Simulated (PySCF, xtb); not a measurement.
CH₃BrSSe, SMILES S([Se]Br)C. One conformer was computed; it need not be the lowest.

Harmonic wavenumbers (cm⁻¹) from GFN2-xTB (xtb) at its own minimum, in rising order: 61, 111, 144, 195, 252, 394, 693, 936, 939, 1314, 1435, 1443, 3030, 3042, 3065.

### Question
What does PySCF with PBE-D3(BJ)/def2-SVP give at its own minimum? (Estimate from the structure and the level; the computed values follow.)

### Answer
71, 124, 157, 215, 249, 404, 669, 917, 922, 1264, 1379, 1394, 2978, 3091, 3109. Paired by order, the mean absolute difference is 29 cm⁻¹ and the zero-point energies are 24.4 and 24.2 kcal/mol.
